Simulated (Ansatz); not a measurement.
Basis-set series for C2H8ClGaS, SMILES `[CH3][Ga-]([CH3])([SH2+])[Cl]`. The species carries charge 0 and has multiplicity 1. The structure was optimised at the PBE0-D4/def2-TZVP level. It is one conformer, not always the lowest.

```tsv
functional	basis	functions	energy (Eh)	HOMO (eV)	LUMO (eV)
PBE0-D4	def2-SVP	136	-2863.13905	-7.22	-0.05
PBE0-D4	def2-QZVPP	583	-2863.84672	-7.42	-0.60
ωB97M-V	def2-SVP	136	-2863.56451	-9.42	1.94
ωB97M-V	def2-QZVPP	583	-2864.27255	-9.64	0.83
```

(1) Give the rows for def2-TZVPP. (Best estimate.)

Answers

(1) Computed: 
```tsv
functional	basis	functions	energy (Eh)	HOMO (eV)	LUMO (eV)
PBE0-D4	def2-TZVPP	306	-2863.77283	-7.39	-0.52
ωB97M-V	def2-TZVPP	306	-2864.20112	-9.61	1.38
```

Positive LUMOs are unbound and depend on the basis. Scalar relativity is left out up to krypton.
